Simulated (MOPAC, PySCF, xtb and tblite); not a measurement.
Conformational energy of SMILES c1(C=O)cc(ccc1)C(=O)O. Scanned: dihedral C6–C7–C8–O9; all other coordinates were relaxed at GFN2-xTB. Points at φ and −φ are mirror images. Heavy atoms are numbered in the order of the SMILES O=Cc1cccc(C(=O)O)c1, hydrogens after them in the order of the atoms that carry them; the mirror image has the same energies with the sign of each dihedral reversed.

- AM1, restricted, heats of formation // GFN2-xTB (MOPAC)
- RKS-B3LYP/6-31G* = restricted B3LYP/6-31G*, spherical d, density fitting // GFN2-xTB (PySCF)
- GFN2-xTB (xtb and tblite)

Energies in kJ/mol, each method relative to its own lowest point.

```
φ / °   AM1  RKS-B3LYP/6-31G*  GFN2-xTB
-----  ----  ----------------  --------
-165    0.7               1.6       0.7
-150    2.9               6.4       3.0
-135    6.4              13.8       6.7
-120   10.2              22.5      11.2
-105   13.0              30.4      15.0
-90    14.1              33.9      16.5
-75    13.1              31.1      15.1
-60    10.2              23.7      11.5
-45     6.5              14.9       7.1
-30     3.1               7.1       3.2
-15     0.9               1.9       0.8
0       0.1               0.0       0.0
15      0.9               1.9       0.8
30      3.1               7.1       3.2
45      6.5              14.9       7.1
60     10.2              23.7      11.5
75     13.1              31.1      15.1
90     14.1              33.9      16.5
105    13.0              30.4      15.0
120    10.2              22.5      11.2
135     6.4              13.8       6.7
150     2.9               6.4       3.0
165     0.7               1.6       0.7
180     0.0               0.0       0.0
```
